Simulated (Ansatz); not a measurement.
CH$_{9}$AlSSi$_{2}$, SMILES `[AlH2][SiH2]CS[SiH3]`, relaxed with RKS PBE0-D4/def2-TZVP in Ansatz 0.2.0 from a PBE-D4/def2-SVP geometry. The force threshold is 0.005 eV/Å; the program also tests the step.

The species carries charge 0 and has multiplicity 1.

Start:

```xyz
14

Al    0.131   -1.604   -1.197
Si   -1.901   -1.135    0.134
C    -1.081    0.557    0.668
S     0.017    0.927   -0.795
Si    1.938    1.398    0.146
H     0.123   -1.849   -2.782
H     1.440   -1.988   -0.333
H    -3.160   -0.776   -0.622
H    -2.343   -1.857    1.386
H    -0.445    0.395    1.564
H    -1.739    1.432    0.846
H     2.945    1.329   -0.963
H     2.208    0.388    1.223
H     1.869    2.782    0.725
```

Problem. How much energy does the relaxation release, and in how many steps? (An estimate is asked.)

Solution. The calculation gave: 5.53 kJ/mol, in 9 steps.

Problem. Which bonds change most? (An estimate is asked.)

Solution. The calculation gave: Al1–S4 from 2.565 to 2.517 Å; S4–Si5 from 2.191 to 2.158 Å; C3–S4 from 1.867 to 1.835 Å; Si2–C3 from 1.954 to 1.930 Å.

Problem. Give the relaxed structure. (An estimate is asked.)

Solution. Computed: 
```xyz
14

Al    0.139   -1.574   -1.191
Si   -1.882   -1.116    0.136
C    -1.061    0.547    0.671
S     0.007    0.906   -0.778
Si    1.903    1.378    0.138
H     0.140   -1.824   -2.761
H     1.434   -1.948   -0.330
H    -3.122   -0.748   -0.613
H    -2.328   -1.839    1.363
H    -0.427    0.375    1.543
H    -1.704    1.406    0.861
H     2.907    1.276   -0.946
H     2.149    0.404    1.226
H     1.845    2.757    0.681
```
